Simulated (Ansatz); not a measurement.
Start from `N[Si]([SiH3])(Cl)O[SiH3]` and change one atom or group to get `N[Si](N)([SiH3])Cl`.

Ansatz, PBE0-D4/def2-TZVP geometries, multiplicity 1. Each molecule was computed in one conformer, which needn't be the lowest.

```
                             property  `N[Si]([SiH3])(Cl)O[SiH3]`
  HOMO–LUMO gap (PBE/def2-TZVPP) / eV                        5.43
  HOMO energy (B3LYP/def2-TZVPP) / eV                       -7.41
 HOMO–LUMO gap (PBE0/def2-TZVPP) / eV                        7.57
  LUMO energy (B3LYP/def2-TZVPP) / eV                       -0.25
   LUMO energy (PBE0/def2-TZVPP) / eV                       -0.06
HOMO–LUMO gap (B3LYP/def2-TZVPP) / eV                        7.16
```

**Question.** What does the change do to each property? (Estimate.)

**Answer.** The calculation gave: 
```tsv
property	`N[Si](N)([SiH3])Cl`	shift
HOMO–LUMO gap (PBE/def2-TZVPP) / eV	5.48	0.05
HOMO energy (B3LYP/def2-TZVPP) / eV	-7.12	0.29
HOMO–LUMO gap (PBE0/def2-TZVPP) / eV	7.58	0.01
LUMO energy (B3LYP/def2-TZVPP) / eV	0.07	0.32
LUMO energy (PBE0/def2-TZVPP) / eV	0.25	0.31
HOMO–LUMO gap (B3LYP/def2-TZVPP) / eV	7.19	0.03
```

B3LYP here is the variant with VWN-RPA as its local correlation; programs differ in this.
